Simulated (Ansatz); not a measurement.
VO3F3H6⁻, that is mer-VF3(H2O)3 with one electron more, relaxed as a quartet with UKS r2SCAN-D4/def2-SVPD in Ansatz, starting from the r2SCAN-D4/def2-SVP geometry of the neutral triplet. Force threshold 0.02 eV/Å.

The highest occupied level of the relaxed charge -1 quartet lies above zero (up to 1.41 eV). By energy differences its removal costs 0.90 eV (each at its own geometry, to the charge 0 triplet, at PBE0-D4/def2-TZVPD). The relaxation made no stability test and no search for a lower SCF solution. No other spin state of charge -1 was run. The name describes the triplet; other states may take another shape.

Start:

```xyz
13

V    -0.079   -0.243   -0.167
F     1.479   -0.930    0.481
F    -1.389    1.080   -0.334
F    -0.876   -1.668   -0.914
O     0.871    1.579    0.627
H     1.235    1.429    1.511
H     0.087    2.146    0.715
O     1.080   -0.086   -1.940
H     0.721   -0.829   -2.454
H     1.876   -0.453   -1.506
O    -1.333   -0.607    1.534
H    -1.709   -1.468    1.284
H    -1.963    0.049    1.163
```

(1) Estimate the energy that the relaxation releases and the steps that it takes.

(2) Does the start keep its bonding?

(3) Predict the relaxed structure.

Results:

(1) 25.2 kcal/mol, in 12 steps; 2.6 min on 4 threads of Arm Neoverse V1 on a shared host. No frequencies were taken in this run, so the end may be a saddle point.

(2) By distances, no bond broke or formed. The bond that changes most is V1–F3, from 1.87 to 2.13 Å (atoms count from 1). A close non-bonded pair moves further: F3–H7, from 2.10 to 1.58 Å.

(3) 
```tsv
atom	x (Å)	y (Å)	z (Å)
V1	0.1318	-0.1087	-0.1177
F2	1.8422	-1.1368	0.1487
F3	-1.4316	1.3427	-0.0527
F4	-0.9089	-1.6269	-0.8910
O5	0.8216	1.8506	0.8298
H6	0.8615	1.6686	1.7758
H7	-0.1490	1.9942	0.6113
O8	1.1732	-0.3109	-2.0917
H9	0.4969	-0.9875	-2.2789
H10	1.7722	-0.7776	-1.4383
O11	-1.3206	-0.6610	1.5164
H12	-1.5006	-1.3663	0.8544
H13	-1.7886	0.1197	1.1339
```
Bond lengths: 3 × F–V 2.00 to 2.13 Å; 3 × O–V 2.24 to 2.28 Å; 6 × H–O 0.96 to 1.01 Å.
